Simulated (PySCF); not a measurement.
AlClH₄O₃Si, SMILES [OH][Al]([OH])[O][SiH2]Cl. Geometry optimised at B3LYP-D3(BJ)/def2-SVP. The structure was generated by enumeration; whether it is a known compound was not checked. One conformer was computed; it need not be the lowest.

Computed equilibrium geometry at B3LYP-D3(BJ)/def2-SVP (PySCF confirms it by a frequency run) as bond lengths and angles (one conformer of several):
Atoms: Si1 Cl2 O3 Al4 O5 O6 H7 H8 H9 H10. Bonds (Å): Si1–Cl2 2.089, Si1–O3 1.637, Si1–H7 1.484, Si1–H8 1.483, O3–Al4 1.707, Al4–O5 1.692, Al4–O6 1.694, O5–H9 0.961, O6–H10 0.961. Angles (°): Cl2–Si1–O3 108.1, Cl2–Si1–H7 107.5, Cl2–Si1–H8 107.5, O3–Si1–H7 111.8, O3–Si1–H8 110.3, H7–Si1–H8 111.4, Si1–O3–Al4 144.3, O3–Al4–O5 118.1, O3–Al4–O6 121.3, O5–Al4–O6 120.5, Al4–O5–H9 123.9, Al4–O6–H10 125.3.
Charge 0, spin multiplicity 1.
